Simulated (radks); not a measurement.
Valence configurations of B II (all share [He]). All-electron calculation, non-relativistic Kohn-Sham, LDA (Slater exchange, Perdew-Wang correlation), spin-polarised, spherical densities, point nucleus; open shells are filled with parallel spins first. Program: a radial shooting solver on a logarithmic mesh with Libxc functionals. Energies are relative to 2s2; eigenvalues in eV for spin up.

valence,E (eV),moment (Bohr magnetons),e(2p),e(2s)
2s2,0.000,0,-,-19.405
2s1.5 2p0.5,2.553,1,-14.157,-20.139
2s1 2p1,4.162,2,-14.577,-20.590
2p2,10.157,2,-14.612,-

NIST lists [He] 2s2 as the ground configuration; this level of theory agrees among the configurations tried. The energies are those of spherical high-spin densities, not of single terms.
